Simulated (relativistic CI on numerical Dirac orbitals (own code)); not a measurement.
**What each ingredient does to the levels of Hg⁴¹⁺**

Base calculation: Dirac-Coulomb-Breit CI, separate exchange-only KLI orbitals for each configuration, QED by a radiative potential, unscaled Slater integrals.

Configuration list (outside the closed core [Ar] 3d10): 4s²4p⁶4d³, 4s²4p⁶4d²4f, 4s²4p⁵4d⁴, 4s4p⁶4d⁴, 4s²4p⁵4d³4f, 4s4p⁶4d³4f, 4s²4p⁶4d²5s, 4s²4p⁶4d4f5s, 4s²4p⁶4d²5p, 4s²4p⁶4d²5d, 4s²4p⁵4d³5s, 4p⁶4d⁴4f, 4s²4p⁶4d²5f, 4s²4p⁵4d³5p, 4s4p⁶4d²4f5s, 4s²4p⁶4d5s5p, 4s²4p⁶4d²5g, 4s4p⁶4d³5s, 4s²4p⁶4d²6s, 4s²4p⁶4d²6p, 4s²4p⁶4d²6f, 4s²4p⁶4d²7p, 4s²4p⁶4d4f², 4s²4p⁶4f³, 4s²4p⁵4d4f³, 4s4p⁶4d4f³, 4s²4p⁶4f²5s, 4s²4p⁶4d5s², 4s²4p⁶4f5s², 4s²4p⁵4d4f5s², 4s4p⁶4d4f5s², 4s²4p⁶4d5p², 4s²4p⁶4f5p², 4s²4p⁵4d4f5p², 4s4p⁶4d4f5p², 4s²4p⁶5s5p². Double excitations out of closed p, d and f shells are left out; levels of such configurations are missing from the list, as are those of other unlisted configurations, and high levels can miss mixing partners. These lack a partner that the ground configuration has and come out too high: 4s²4p⁶4d²5p, 4s²4p⁶4d²5d, 4s²4p⁵4d³5s, 4s²4p⁶4d²5f, 4s²4p⁵4d³5p.

Variants: (1) configuration mixing switched off. Shifts of the energy above 4s²4p⁶4d³ ⁴F3/2, in cm⁻¹, for the lowest level and the first level of each name with at least 55 % of one term (blank where a level changes its place among those of its configuration and J or its character, or is not in the variant):

| Level | Base | Δ(1) |
| --- | --- | --- |
| 4s²4p⁶4d³ ⁴F3/2 | 0 | 0 |
| 4s²4p⁶4d³ ⁴F5/2 | 193176 | +216 |
| 4s²4p⁶4d³ ⁴P1/2 | 234917 | +2100 |
| 4s²4p⁶4d³ ⁴F7/2 | 420963 | +708 |
| 4s²4p⁶4d³ ²P1/2 | 466184 | +1518 |
| 4s²4p⁶4d³ ²H11/2 | 473545 | +2466 |
| 4s²4p⁶4d³ ²F7/2 | 505091 | +4303 |
| 4s²4p⁶4d³ ²D3/2 | 578927 | +160 |

At this charge energies of transitions that change n are usually good to better than 1 %, and those within a shell (Δn = 0) to a few per cent.

Ionisation energy from the two ground configurations alone: base 1988.03 eV. The NIST ASD value (theoretical) is 1989 eV.

LS names give the leading component of a level, which can be under half, so a name can repeat, a term be missing and a line seem to break the LS rules.
